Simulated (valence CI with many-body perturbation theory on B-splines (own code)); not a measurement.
**Hyperfine factors and g values of Ni5+**

Computed by configuration interaction combined with many-body perturbation theory (CI+MBPT): five valence electrons over a frozen Dirac-Fock core [Ar], a basis of 7 s, 7 p, 8 d, 6 f, 4 g, 1 h functions for each j, with the one-electron correlation potential Σ1 (screened to all orders), the two-electron term Σ2, the three-electron term Σ3, Breit, model QED; selected single and double excitations, second order for the rest, scaled by the run's own slope (own B-spline code, finite nucleus).

Set against measurement, 33 paired levels are off by 2573 cm⁻¹ on average, the worst by 7640. These come from a selection out of Corliss and Sugar, J. Phys. Chem. Ref. Data 10, 197 (1981). Levels without a partner in it may be off by more, other configurations by 1,000 to 8,000 cm⁻¹. Among the levels kept, up to 1600 cm⁻¹ of a level comes from second order outside the variational space, and about a tenth of that is noise between levels of different J, which matters for small intervals. Only levels of the ground parity were solved; by the run's estimate the other parity begins above the list, which can be wrong where configurations are misplaced.

A/g_I is the dipole constant over the nuclear g factor μ/I (μ in nuclear magnetons, uniformly magnetised nucleus), B/Q the quadrupole constant per barn. Both hold the static response of the core; the bare values leave it out. Large factors of s and p1/2 electrons are usually good to 5 to 10 %; those of open d and f shells near neutrality can be off by tens of per cent, and small factors of p3/2, d and f electrons come from cancelling terms and can be off by a factor of two or in sign, in half-filled shells by more. B is blank for J = 1/2, where it vanishes, and for nearly pure S terms. Energies count from the lowest level.

Names give the largest LS component (configuration and term), which can be under half, so a name can repeat, a term be missing and a line seem to break the LS rules; names also repeat where a configuration has a term twice. Letters in brackets count levels of one name in rising energy.

| Level | E (cm⁻¹) | g | A/g_I (MHz) | A/g_I bare | B/Q (MHz/b) | B/Q bare |
| --- | --- | --- | --- | --- | --- | --- |
| 3d5 6S_5/2 | 0.0 | 2.001 | -416 | -6.08 |  |  |
| 3d5 4G_11/2 | 40808 | 1.272 | 572 | 710 | -33.2 | -30.9 |
| 3d5 4G_5/2 | 40878 | 0.572 | 1090 | 942 | 19.5 | 23.1 |
| 3d5 4G_9/2 | 40900 | 1.171 | 586 | 679 | 28.8 | 33.3 |
| 3d5 4G_7/2 | 40913 | 0.984 | 709 | 726 | 40.3 | 44.9 |
| 3d5 4P_5/2 | 45867 | 1.572 | 47.9 | 291 | 487 | 508 |
| 3d5 4P_3/2 | 46092 | 1.685 | 203 | 505 | 258 | 271 |
| 3d5 4P_1/2 | 46335 | 2.583 | -1330 | -709 |  |  |
| 3d5 4D_7/2 | 49825 | 1.427 | 263 | 454 | 136 | 137 |
| 3d5 4D_1/2 | 50144 | 0.083 | 2200 | 1900 |  |  |
| 3d5 4D_3/2 | 50302 | 1.246 | 636 | 764 | -202 | -211 |
| 3d5 4D_5/2 | 50307 | 1.394 | 371 | 552 | -347 | -365 |
| 3d5 2I_11/2 | 58966 | 0.925 | 860 | 859 | 28.0 | 31.0 |
| 3d5 2I_13/2 | 59037 | 1.076 | 766 | 827 | -8.11 | -6.37 |
| 3d5 2D_5/2 [a] | 63757 | 1.094 | 600 | 660 | 205 | 215 |
| 3d5 2D_3/2 [a] | 64802 | 0.765 | 1270 | 1220 | 33.3 | 36.2 |
| 3d5 2F_7/2 [a] | 66500 | 1.143 | 749 | 839 | -318 | -332 |
| 3d5 4F_5/2 | 67800 | 0.987 | 854 | 880 | -193 | -201 |
| 3d5 4F_9/2 | 67839 | 1.321 | 449 | 601 | -57.2 | -59.9 |
| 3d5 4F_7/2 | 68102 | 1.231 | 479 | 593 | -181 | -188 |
| 3d5 4F_3/2 | 68482 | 0.435 | 1440 | 1250 | -63.9 | -66.3 |
| 3d5 2F_5/2 [a] | 68824 | 1.006 | 651 | 674 | -186 | -192 |
| 3d5 2H_9/2 | 71488 | 0.959 | 840 | 853 | 339 | 352 |
| 3d5 2H_11/2 | 72242 | 1.088 | 736 | 801 | -21.1 | -23.4 |
| 3d5 2G_7/2 [a] | 73367 | 0.895 | 1040 | 1030 | -73.5 | -82.5 |
| 3d5 2G_9/2 [a] | 74105 | 1.072 | 698 | 753 | -254 | -270 |
| 3d5 2F_5/2 [b] | 78471 | 0.860 | 796 | 763 | 95.2 | 105 |
| 3d5 2F_7/2 [b] | 78683 | 1.143 | 733 | 821 | 259 | 277 |
| 3d5 2S_1/2 | 86174 | 2.001 | -412 | -5.56 |  |  |
| 3d5 2D_3/2 [b] | 95978 | 0.799 | 1030 | 982 | -89.8 | -95.5 |
| 3d5 2D_5/2 [b] | 96061 | 1.198 | 595 | 700 | -81.3 | -87.2 |
| 3d5 2G_9/2 [b] | 106590 | 1.111 | 680 | 751 | -57.8 | -57.8 |
| 3d5 2G_7/2 [b] | 106630 | 0.888 | 987 | 976 | 116 | 124 |
| 3d5 2P_3/2 | 129400 | 1.329 | 521 | 679 | -200 | -212 |
| 3d5 2P_1/2 | 129470 | 0.667 | 237 | 92.2 |  |  |
| 3d5 2D_5/2 [c] | 140440 | 1.200 | 499 | 599 | -6.56 | -7.02 |
| 3d5 2D_3/2 [c] | 140510 | 0.803 | 1360 | 1330 | 262 | 274 |
| 3d4.4s 6D_1/2 | 288800 | 3.334 | 3570 | 3730 |  |  |
| 3d4.4s 6D_3/2 | 289100 | 1.867 | 1700 | 1760 | 608 | 635 |
| 3d4.4s 6D_5/2 | 289600 | 1.657 | 1480 | 1530 | 438 | 457 |

Problem. Take the isotope of mass number 61, with I = 3/2, μ = -0.74965 μN and Q = 0.162 b. What is the hyperfine structure of 3d5 4G_7/2?

Solution. From the table A = -354 MHz, B = 6.53 MHz. Shifts from the centre of gravity in MHz: F = 2: 2390, F = 3: 1330, F = 4: -91.5, F = 5: -1860.
